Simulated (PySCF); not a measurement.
## From computed data to an observable: chemical shift, span and skew from a shielding tensor

H3MgNO, SMILES [NH2][Mg][OH]. Atoms are numbered in the order given.

```xyz
6

Mg     0.0444    -0.0148     0.0000
O      1.8243     0.0675     0.0000
H      2.6749    -0.3619     0.0000
N     -1.8444    -0.0021     0.0000
H     -2.4459     0.0074    -0.8134
H     -2.4459     0.0074     0.8134
```
Charge 0, spin multiplicity 1.

Coordinates come from a TPSSh-D3(BJ)/def2-TZVP optimisation. The values are those of a single conformer.

GIAO shieldings from PBE0/pcSseg-2 run with PySCF, non-relativistic, no solvent. The symmetric part of the tensor of N4 has the principal values 259.6, 297.0, 318.4 ppm. The same nucleus in NH3 has σ = 263.3 ppm at this level (PySCF, at its B3LYP-D3(BJ)/def2-TZVP geometry).

Q: Work out the isotropic shielding, the ¹⁵N shift against NH3, the span and the skew.

A: 
σ(iso) = (σ11 + σ22 + σ33)/3 = 291.7 ppm. δ = σ(ref) − σ(iso) = 263.3 − (291.7) = -28.4 ppm.
Span Ω = σ33 − σ11 = 58.8 ppm. Skew κ = 3(σ(iso) − σ22)/Ω = -0.27. Tumbling in solution averages the tensor to δ; in a static solid the shielding alone would spread this spin-1/2 line over Ω.
